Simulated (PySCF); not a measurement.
WO2FCl, SMILES [W](=[O])(=[O])([Cl])[F], multiplicity 1. Coordinates come from a PBE-D3(BJ)/def2-SVP optimisation. The spin state was assumed, not searched. The structure was generated by enumeration; whether it is a known compound was not checked. The def2 effective core potentials stand for the cores of W; spin–orbit coupling is left out.

Q: Give the equilibrium geometry at PBE-D3(BJ)/def2-SVP (PySCF confirms it by a frequency run) as Cartesian coordinates in Å, and its point group. (The exact figures need the calculation; the answer reports its results.)

A: point group Cs.
```xyz
5

W      0.0260     0.1955     0.0000
O      0.9530     0.6564    -1.3670
O      0.9530     0.6564     1.3670
F     -1.5859     1.1490     0.0000
Cl    -0.1704    -2.0769     0.0000
```
Charge 0, spin multiplicity 1.
